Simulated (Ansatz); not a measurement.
C$_{2}$H$_{5}$BrTe (SMILES CC[Te]Br), singlet, geometry from GFN2-xTB (all electrons, no relativity), with bond 7-4 at 1.4 times its length; Ansatz (a quantum-chemistry and plane-wave program) with CASSCF(2,2)/STO-3G.

The Ansatz input:
Ansatz 0.2 input:
```yaml
crystal:
  periodic: [false, false, false]
  atoms:
    - {symbol: Te, position_ang: [-0.39858607, -0.16874700, 0.85607290]}
    - {symbol: Br, position_ang: [1.20680796, 0.96942517, -0.64764448]}
    - {symbol: C, position_ang: [-0.89124471, -1.71230547, -0.58807355]}
    - {symbol: C, position_ang: [-1.56970472, -1.18106096, -1.83108643]}
    - {symbol: H, position_ang: [-1.54433959, -2.38697455, -0.04080707]}
    - {symbol: H, position_ang: [0.01990805, -2.24953445, -0.84156272]}
    - {symbol: H, position_ang: [-0.65444941, -0.21995355, -2.58117220]}
    - {symbol: H, position_ang: [-2.49247338, -0.65901485, -1.58282732]}
    - {symbol: H, position_ang: [-1.81325065, -2.00475884, -2.50121505]}
basis:
  gaussian:
    orbitals: STO-3G
hamiltonian:
  xc: hf
magnetization: {spin_polarized: false}
correlation: {active_space: {window: {electrons: 2, orbitals: 2}}}
```

Q: What does Ansatz print? Leave out banner, timings and long lists.

A: 
```
Functional definition: HF
682 factors; integrals over basis functions are off by at most 3.4e-5 eV
mean field evaluation 1: about -249512.6558 eV, gradient 1.6e1 eV
mean field evaluation 2: about -249512.7364 eV, gradient 1.5e1 eV
mean field evaluation 4: about -249513.8937 eV, gradient 1.2e0 eV
mean field evaluation 8: about -249513.9026 eV, gradient 2.2e-6 eV
mean field -249513.90258914 eV, -9169.4667935533 hartree, gradient 6.5e-7 eV, S^2 0.000000; 0 other end points of the search recorded, 0 dependent functions left out
reference -249513.90258914 eV, -9169.4667935533 hartree; 52, 52 occupied and 8, 8 virtual orbitals, 682 factors
state -249514.98717793 eV, -9169.5066514561 hartree
Total energy: -249514.98717793 eV, -9169.5066514561 hartree
```
